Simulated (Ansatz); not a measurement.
Calculation: r2SCAN-D4/def2-SVP (Ansatz, a first-principles code). No frequencies were computed at this level.

Ansatz 0.2 input:
```yaml
crystal:
  periodic: [false, false, false]
  atoms:
    - { symbol: Hf, position_ang: [0.000001, -0.000003, 0.000002] }
    - { symbol: F, position_ang: [0.821839, 1.604701, 0.258066] }
    - { symbol: F, position_ang: [-1.256481, -0.253609, 1.293842] }
    - { symbol: F, position_ang: [-0.80105, -0.015749, -1.63559] }
    - { symbol: F, position_ang: [1.235693, -1.335347, 0.083685] }
basis:
  gaussian: { orbitals: def2-svp }
hamiltonian:
  xc: r2scan
  dispersion: d4
relax:
  max_steps: 150
```

Output:

```
Functional definition: r2SCAN
906 factors; their error is unknown
mean field evaluation 1: about -12164.0586 eV, gradient 6.6e1 eV
mean field evaluation 2: about -12135.6319 eV, gradient 1.5e2 eV
mean field evaluation 4: about -12170.6428 eV, gradient 1.8e0 eV
mean field evaluation 8: about -12170.6636 eV, gradient 2.8e-2 eV
mean field evaluation 16: about -12170.5799 eV, gradient 4.3e-5 eV
mean field -12170.57987926 eV, -447.2605610474 hartree, gradient 4.3e-5 eV, S^2 0.000000; 0 other end points of the search recorded, 0 dependent functions left out
reference -12170.57990620 eV, -447.2605620374 hartree; 24, 24 occupied and 64, 64 virtual orbitals, 906 factors
relax step   1: F+E_penalty+E_count = -12170.59793695 eV  Δ(F+E_penalty+E_count) = +0.000e0 eV  max|allowed force component| = 3.091e0 eV/Å  Δτ_max = 0.0000 Å  (25 SCF iters, accepted)
these checks for a lower state are left out or cut short: starts, cluster_reference, orbital_swaps, neighbouring_geometries, increment
906 factors; their error is unknown
mean field -12171.13551069 eV, -447.2809801259 hartree, gradient 2.7e-5 eV, S^2 0.000000; 0 other end points of the search recorded, 0 dependent functions left out
reference -12171.13553819 eV, -447.2809811367 hartree; 24, 24 occupied and 64, 64 virtual orbitals, 906 factors
relax step   2: F+E_penalty+E_count = -12171.15310679 eV  Δ(F+E_penalty+E_count) = -5.552e-1 eV  max|allowed force component| = 5.109e-2 eV/Å  Δτ_max = 0.0846 Å  (30 SCF iters, accepted)
these checks for a lower state are left out or cut short: starts, cluster_reference, orbital_swaps, neighbouring_geometries, increment
906 factors; their error is unknown
mean field evaluation 32: about -12171.1357 eV, gradient 2.6e-5 eV
mean field -12171.13571811 eV, -447.2809877486 hartree, gradient 2.6e-5 eV, S^2 0.000000; 0 other end points of the search recorded, 0 dependent functions left out
reference -12171.13574563 eV, -447.2809887598 hartree; 24, 24 occupied and 64, 64 virtual orbitals, 906 factors
relax step   3: F+E_penalty+E_count = -12171.15330509 eV  Δ(F+E_penalty+E_count) = -1.983e-4 eV  max|allowed force component| = 1.792e-3 eV/Å  Δτ_max = 0.0017 Å  (27 SCF iters, accepted)
906 factors; their error is unknown
mean field -12171.13571811 eV, -447.2809877486 hartree, gradient 2.6e-5 eV, S^2 0.000000; 1 other end points of the search recorded, 0 dependent functions left out
reference -12171.13574563 eV, -447.2809887598 hartree; 24, 24 occupied and 64, 64 virtual orbitals, 906 factors
Total energy: -12171.15333261 eV, -447.2816350693 hartree
Atom 0 at     0.000001    -0.000002     0.000002 Å, force    -0.000000     0.000000     0.000000 eV/Å
Atom 1 at     0.860787     1.680748     0.270296 Å, force     0.000901     0.001759     0.000283 eV/Å
Atom 2 at    -1.316025    -0.265628     1.355157 Å, force    -0.001377    -0.000278     0.001418 eV/Å
Atom 3 at    -0.839012    -0.016496    -1.713101 Å, force    -0.000878    -0.000017    -0.001792 eV/Å
Atom 4 at     1.294251    -1.398628     0.087651 Å, force     0.001354    -0.001463     0.000092 eV/Å
Dipole moment:     0.000000    -0.000000    -0.000000 e Å
```

Cost: roughly 12 core-seconds.
